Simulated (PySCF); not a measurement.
**Peak assignment**

Molfile (atoms numbered from 1):
```
C7H14P2
     RDKit          3D

 23 23  0  0  0  0  0  0  0  0999 V2000
   -2.4544   -0.9136    0.8278 C   0  0  0  0  0  0  0  0  0  0  0  0
   -1.8974   -0.1351   -0.0898 C   0  0  0  0  0  0  0  0  0  0  0  0
   -2.5276    0.0908   -1.4324 C   0  0  0  0  0  0  0  0  0  0  0  0
   -0.4040    0.8838    0.2224 P   0  0  0  0  0  0  0  0  0  0  0  0
    0.4346   -0.1155    1.5479 C   0  0  0  0  0  0  0  0  0  0  0  0
    1.8734    0.3422    1.7533 C   0  0  0  0  0  0  0  0  0  0  0  0
    3.0420   -0.0235    0.3560 P   0  0  0  0  0  0  0  0  0  0  0  0
    2.0878    0.7267   -1.0506 C   0  0  0  0  0  0  0  0  0  0  0  0
    0.6434    0.2639   -1.1920 C   0  0  0  0  0  0  0  0  0  0  0  0
   -3.3757   -1.4399    0.6304 H   0  0  0  0  0  0  0  0  0  0  0  0
   -2.0300   -1.0633    1.8049 H   0  0  0  0  0  0  0  0  0  0  0  0
   -1.9878   -0.4562   -2.2053 H   0  0  0  0  0  0  0  0  0  0  0  0
   -3.5625   -0.2448   -1.4369 H   0  0  0  0  0  0  0  0  0  0  0  0
   -2.4970    1.1497   -1.6889 H   0  0  0  0  0  0  0  0  0  0  0  0
   -0.1193    0.0358    2.4798 H   0  0  0  0  0  0  0  0  0  0  0  0
    0.3976   -1.1784    1.2871 H   0  0  0  0  0  0  0  0  0  0  0  0
    2.2964   -0.1398    2.6417 H   0  0  0  0  0  0  0  0  0  0  0  0
    1.9097    1.4234    1.9253 H   0  0  0  0  0  0  0  0  0  0  0  0
    2.5719   -1.3291    0.1405 H   0  0  0  0  0  0  0  0  0  0  0  0
    2.6487    0.4921   -1.9623 H   0  0  0  0  0  0  0  0  0  0  0  0
    2.1277    1.8133   -0.9176 H   0  0  0  0  0  0  0  0  0  0  0  0
    0.5883   -0.8292   -1.2403 H   0  0  0  0  0  0  0  0  0  0  0  0
    0.2296    0.6740   -2.1182 H   0  0  0  0  0  0  0  0  0  0  0  0
  1  2  2  0
  2  3  1  0
  2  4  1  0
  4  5  1  0
  5  6  1  0
  6  7  1  0
  7  8  1  0
  8  9  1  0
  9  4  1  0
  1 10  1  0
  1 11  1  0
  3 12  1  0
  3 13  1  0
  3 14  1  0
  5 15  1  0
  5 16  1  0
  6 17  1  0
  6 18  1  0
  7 19  1  0
  8 20  1  0
  8 21  1  0
  9 22  1  0
  9 23  1  0
M  END
```

Theory: shieldings: GIAO PBE0/pcSseg-1, geometry from GFN2-xTB, in PySCF (one conformer, no solvent model, equivalent nuclei averaged, non-relativistic Hamiltonian).

Chemical shifts δ = σref − σ; TMS for 13C and 1H, all at this level.

Problem. Assign these signals to the numbered atoms. 13C{1H} NMR (computed): δ 159.8 (C), 121.7 (CH2), 35.4 (CH2), 24.6 (CH3), 21.8 (CH2).

Solution. 
159.8 → C2, fully substituted alkene carbon: the olefinic region
121.7 → C1, terminal =CH2 carbon: an sp2 carbon of a C=C bond
35.4 → C5/C9, sp3 CH2 bonded to P
24.6 → C3, allylic methyl carbon: a saturated carbon with 1 carbon neighbour and no heteroatom attached
21.8 → C6/C8, sp3 CH2 bonded to P

Problem. Assign these signals to the numbered atoms. 1H NMR (300 MHz, computed): δ 5.68 (m, 1H), 5.17 (m, 1H), 3.19 (m, 1H), 2.04 (m, 4H), 1.95 (m, 3H), 1.86 (m, 4H).

Solution. 
```tsv
δ (ppm)	atoms	environment	reason
5.68	H10	hydrogen on a terminal =CH2 carbon	a vinylic proton, deshielded by the sp2 carbon and the C=C anisotropy
5.17	H11	hydrogen on a terminal =CH2 carbon	–
3.19	H19	hydrogen on a phosphorus bonded to 2 C, in a 6-membered ring	–
2.04	H15/H16/H22/H23	hydrogen on an sp3 CH2 bonded to P	–
1.95	H12/H13/H14	hydrogen on an allylic methyl carbon	allylic position
1.86	H17/H18/H20/H21	hydrogen on an sp3 CH2 bonded to P	–
```

H15/H16/H22/H23 and H12/H13/H14; H12/H13/H14 and H17/H18/H20/H21 lie closer than the usual error of such a calculation, so a measured spectrum could show them in the other order.

Splittings by 31P in the carbon and heteronuclear signals aren't shown, as no couplings were computed. Shifts are as computed. Against solution values, carbons near 30 ppm lie about +3 ppm off and those near 130 ppm about +5 ppm. Of 1211 compounds with measured shifts, 218 miss one by over three times the rms of a fit or turn the order of signals round; such compounds aren't used in these exercises. No couplings were computed; multiplicities are counted from neighbouring protons, with m where these are inequivalent, close in shift, in a saturated or five-membered ring or joined by F or P, and br s for small geminal =CH2 splittings.
